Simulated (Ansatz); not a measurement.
The inner images of a band of AlFH6OSi (10 atoms, charge 0, multiplicity 1) are given out of order.

These are results of RHF/def2-SVP (Ansatz 0.2.0), not measurements.

Image 0:

```xyz
10
Properties=species:S:1:pos:R:3
Al -0.046 0.067 0.105
O -0.653 0.129 1.737
Si -1.370 -0.519 3.058
H -2.429 -1.478 2.665
H -0.382 -1.232 3.901
H -1.981 0.561 3.868
H 1.393 -0.537 -0.098
H -1.110 0.156 -1.051
F 0.339 2.057 0.543
H -0.015 1.955 1.389
```

Image 6:

```xyz
10
Properties=species:S:1:pos:R:3
Al -0.008 0.365 -0.047
O -0.538 0.550 1.866
Si -1.310 -0.429 3.031
H -1.779 -1.602 2.285
H -0.323 -0.780 4.067
H -2.416 0.350 3.613
H 0.952 -0.894 -0.037
H -1.388 0.325 -0.824
F 0.743 1.872 0.049
H -0.188 1.402 2.115
```

Task: Put them in order from the first end to the last, with their energies above the first end.
A.
```xyz
10
Properties=species:S:1:pos:R:3
Al -0.135 0.119 0.078
O -0.654 0.144 1.744
Si -1.381 -0.531 3.047
H -2.090 -1.777 2.667
H -0.378 -0.855 4.088
H -2.361 0.416 3.628
H 1.190 -0.668 -0.242
H -1.224 0.442 -1.012
F 0.552 1.994 0.632
H 0.226 1.875 1.487
```
B.
```xyz
10
Properties=species:S:1:pos:R:3
Al -0.004 0.464 -0.069
O -0.556 0.292 1.793
Si -1.366 -0.509 3.050
H -1.739 -1.841 2.546
H -0.440 -0.602 4.189
H -2.561 0.269 3.412
H 1.021 -0.686 -0.405
H -1.272 0.778 -0.954
F 0.716 1.868 0.657
H -0.055 1.127 1.898
```
C.
```xyz
10
Properties=species:S:1:pos:R:3
Al -0.092 0.317 -0.006
O -0.585 0.254 1.765
Si -1.363 -0.494 3.027
H -1.755 -1.853 2.600
H -0.448 -0.572 4.185
H -2.565 0.278 3.404
H 1.057 -0.684 -0.386
H -1.247 0.754 -0.977
F 0.637 1.842 0.860
H 0.107 1.316 1.644
```
D.
```xyz
10
Properties=species:S:1:pos:R:3
Al -0.017 0.464 -0.093
O -0.505 0.373 1.845
Si -1.338 -0.491 3.056
H -1.674 -1.795 2.472
H -0.426 -0.610 4.207
H -2.541 0.273 3.425
H 0.906 -0.792 -0.357
H -1.386 0.661 -0.862
F 0.790 1.894 0.326
H -0.064 1.182 2.097
```
E.
```xyz
10
Properties=species:S:1:pos:R:3
Al -0.037 0.409 -0.057
O -0.441 0.480 1.895
Si -1.315 -0.450 3.029
H -1.657 -1.688 2.319
H -0.435 -0.688 4.185
H -2.508 0.311 3.433
H 0.894 -0.862 -0.213
H -1.469 0.454 -0.733
F 0.754 1.891 0.096
H -0.041 1.303 2.164
```

Result: A (0.000 eV), C (+0.169 eV), B (-0.540 eV), D (-0.736 eV), E (-0.761 eV).

Time of the run: 2.9 min on 1 thread of Arm Neoverse V2, on a shared host, peak memory 0.17 GiB.
